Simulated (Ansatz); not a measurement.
Isolated molecules relaxed with PBE0-D4/def2-TZVP in Ansatz; ΔE leaves out vibrations. CBS: MP2 limit from def2 TZ/QZ plus the TZ coupled-cluster correction, frozen cores. This one scheme is used for every species. DFT in def2-TZVPP. B3LYP here is the variant with VWN-RPA as its local correlation; programs differ in this. Triplets are unrestricted, without spin–orbit coupling. For Ge outer-core shells are correlated without core-valence functions, which leaves a few kJ/mol of doubt a bond. Scalar relativity is left out up to krypton. Each species was taken in one conformer, which may not be the lowest.

Consider the formal loss of a carbene: `[OH][GeH]([SH])[CH2]F` → `[CH2]` (triplet) + `[OH][GeH]([F])[SH]`.

`[OH][GeH]([SH])[CH2]F`:

Z-matrix (Å, degrees):
```
Ge
S 1 2.219
C 1 1.971 2 105.7
O 1 1.776 2 110.9 3 119.4
H 1 1.534 2 112.7 3 -124.1
H 2 1.343 1 93.4 3 172.5
F 3 1.385 1 109.5 2 55.6
H 3 1.094 1 110.0 2 174.7
H 3 1.094 1 111.1 2 -64.5
H 4 0.961 1 111.8 2 -49.0
```

`[CH2]` (triplet):

```xyz
3

C    -0.095    0.219    0.139
H     0.971    0.092    0.245
H    -0.876   -0.311   -0.384
```

`[OH][GeH]([F])[SH]`:

```xyz
7

O     0.642   -1.345    0.514
Ge    0.416    0.185   -0.320
F     0.411   -0.106   -2.027
S    -1.585    1.040    0.024
H    -0.113   -1.932    0.426
H     1.621    1.054    0.029
H    -1.392    1.103    1.354
```

```
             level  ΔE (kJ/mol)  difference from CCSD(T)/CBS
            PBE-D4        300.9                         16.3
         r2SCAN-D4        262.8                        -21.8
           PBE0-D4        288.1                          3.5
          B3LYP-D4        283.2                         -1.4
           ωB97X-V        298.0                         13.4
           ωB97M-V        289.6                          5.0
            B2PLYP        274.2                        -10.4
               PBE        294.3                          9.7
            r2SCAN        260.9                        -23.7
              PBE0        282.2                         -2.4
             B3LYP        272.7                        -11.9
     HF/def2-TZVPP        132.1                       -152.5
    MP2/def2-TZVPP        279.0                         -5.6
SCS-MP2/def2-TZVPP        281.9                         -2.7
   CCSD/def2-TZVPP        262.6                        -22.0
CCSD(T)/def2-TZVPP        274.1                        -10.5
     HF/def2-QZVPP        129.7                       -154.9
    MP2/def2-QZVPP        284.1                         -0.5
SCS-MP2/def2-QZVPP        288.0                          3.4
      HF/CBS(def2)        129.4                       -155.2
     MP2/CBS(def2)        289.4                          4.8
    CCSD/CBS(def2)        273.0                        -11.6
       CCSD(T)/CBS        284.6                            0
```

Largest T1 diagnostic among the species: 0.012.

The D4 term adds +10.6 kJ/mol with B3LYP and +5.8 kJ/mol with PBE0; it sums over pairs of atoms, weighted by their polarisabilities, and B3LYP, whose exchange is more repulsive, gets the larger term. In def2-TZVPP, CCSD(T) changes the Hartree–Fock value by +142.0 kJ/mol (the triples alone add +11.6 kJ/mol) and MP2 by +146.9 kJ/mol.
